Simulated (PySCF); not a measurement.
What does the PBE0-D3(BJ)/def2-SVP structure of `[SiH3]OC1=CC=CC12CC2` look like in three dimensions?

Z-matrix in Å and degrees, rows numbered from 1:
```
Si
O   1  1.6841
C   2  1.3450  1  125.04
C   3  1.3585  2  131.07  1     0.68
C   4  1.4608  3  107.62  2  -179.94
C   5  1.3544  4  110.22  3     0.01
C   6  1.4758  5  108.00  4    -0.03
C   7  1.5192  3  120.21  2    34.13
C   8  1.4790  7   60.88  3  -108.89
H   1  1.4921  2  110.12  3   -60.95
H   1  1.4921  2  109.99  3    59.84
H   1  1.4856  2  105.09  3   179.46
H   4  1.0907  3  126.93  2     0.08
H   5  1.0911  4  123.96  3  -179.98
H   6  1.0898  5  127.61  4  -179.97
H   8  1.0930  7  115.62  9   109.35
H   8  1.0924  7  116.42  9  -110.23
H   9  1.0924  7  116.40  8   110.23
H   9  1.0929  7  115.60  8  -109.36
```

Of the pairs four or more bonds apart, Si1···H13 is among the closest relative to their van der Waals radii: 3.06 Å, 93 % of the sum of Bondi's values. The 8 C–C bonds span 1.354 Å (C5=C6, drawn double) to 1.519 Å (C7–C9, drawn single), a spread of 0.165 Å. The 3-membered ring C7–C8–C9 has internal angles of 58.3° to 60.9°. The 5-membered ring C3–C4–C5–C6–C7 has internal angles of 104.8° to 110.2°; it is planar, 0.00 Å rms from its mean plane, widest ring torsion 0°.

The calculation used PySCF, PBE0-D3(BJ)/def2-SVP geometry optimisation, gas phase.

Point group: Cs (every atom within 0.08 Å of its image). Stationary, but not proved a minimum. The numbers are those of one conformer (Si1–O2–C3–C4 1°).
